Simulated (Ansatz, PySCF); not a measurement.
The pair A = CH4O (SMILES CO) (first 6 atoms), B = CH3Cl (SMILES CCl); geometry from B3LYP-D3(BJ)/def2-TZVP.
(charge 0, multiplicity 1):
```
atom    x (Å)    y (Å)    z (Å)
----  -------  -------  -------
C     -0.5214  -0.4572  -0.3172
O      0.1351   0.7332   0.0935
H      0.1623  -1.1503  -0.8191
H     -1.2980  -0.1669  -1.0238
H     -0.9915  -0.9787   0.5242
H      0.7973   0.4967   0.7548
C     -0.5558   0.9815   3.3346
Cl     0.9229  -0.0413   3.2054
H     -0.3179   1.8321   3.9655
H     -0.8221   1.2980   2.3308
H     -1.3401   0.3779   3.7805
```

Rows in 6-31G* carry no dispersion term and start afresh at each structure (6-31G* with six Cartesian d functions).

The values were computed with Ansatz (Gaussian basis) for Hartree–Fock, density functionals and correlated methods; PySCF for 6-31G* rows. 

Total energies (hartree), monomers frozen at their geometry in the pair:

```json
[
 {"structure": "AB", "HF/6-31G*": "-614.1312334", "HF/aug-cc-pV(D+d)Z": "-614.1876372", "PBE/def2-TZVPPD": "-615.5312849"},
 {"structure": "A in the pair's basis", "HF/6-31G*": "-115.0364125", "HF/aug-cc-pV(D+d)Z": "-115.0616182", "PBE/def2-TZVPPD": "-115.6343542"},
 {"structure": "B in the pair's basis", "HF/6-31G*": "-499.0930492", "HF/aug-cc-pV(D+d)Z": "-499.1243545", "PBE/def2-TZVPPD": "-499.8923161"},
 {"structure": "A", "HF/6-31G*": "-115.0345651", "HF/aug-cc-pV(D+d)Z": "-115.0613383", "PBE/def2-TZVPPD": "-115.6343072"},
 {"structure": "B", "HF/6-31G*": "-499.0928543", "HF/aug-cc-pV(D+d)Z": "-499.1239795", "PBE/def2-TZVPPD": "-499.8922360"}
]
```

Work out the interaction energy without and with the counterpoise correction, and the superposition error, for each level.


E(AB) − E(A) − E(B), times 627.509 kcal/mol, with the monomers in their own basis and then in the pair's basis:
- HF/6-31G*: -2.39 uncorrected, -1.11 corrected; the monomers gain 1.28 kcal/mol from borrowed functions
- HF/aug-cc-pV(D+d)Z: -1.46 uncorrected, -1.04 corrected; the monomers gain 0.41 kcal/mol from borrowed functions
- PBE/def2-TZVPPD: -2.98 uncorrected, -2.90 corrected; the monomers gain 0.08 kcal/mol from borrowed functions

Ansatz is an electronic-structure program.
